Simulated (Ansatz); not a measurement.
Reactions of FGeH5OSSi (`O[SiH](F)[S][GeH3]`).

Program: Ansatz. Geometries: PBE0-D4/def2-TZVP. ΔE: electronic, gas phase. CCSD(T)/CBS is the MP2 limit (def2-TZVPP, def2-QZVPP) plus CCSD(T) − MP2 in def2-TZVPP, frozen cores. This one scheme is used for every species, atoms too. DFT in def2-TZVPP. No spin–orbit coupling; open shells (•) take unrestricted orbitals. Spin–orbit coupling would lower the free atoms: a little for F, O, S, Si; clearly for Ge. def2 core potentials past Kr. For Ge, Se, Te outer-core shells are correlated without core-valence functions, so the limit isn't a true one: a few kJ/mol of doubt a bond, and 10 to 20 or more in all where bonds break to atoms. Scalar relativity is left out up to krypton. Each species was taken in one conformer, which may not be the lowest.

```csv
reaction,PBE-D4 (kJ/mol),CCSD(T)/CBS(def2) (kJ/mol)
`O[SiH](F)[S][GeH3]` → F• + Ge• + 5 H• + O• + S• + Si•,3372,3393
`O[SiH](F)[S][GeH3]` → `O[SiH](F)S` + `[GeH2]`,217,220
`O[SiH](F)[S][GeH3]` + NH₃ → `[NH2][GeH3]` + `O[SiH](F)S`,59,56
`O[SiH](F)[S][GeH3]` + H₂Te → `O[SiH](F)[TeH]` + `[SH][GeH3]`,12,16
`O[SiH](F)[S][GeH3]` + H₂Se → `O[SiH](F)[SeH]` + `[SH][GeH3]`,4,6
```

Largest T1 diagnostic: 0.012, for `[GeH2]`.
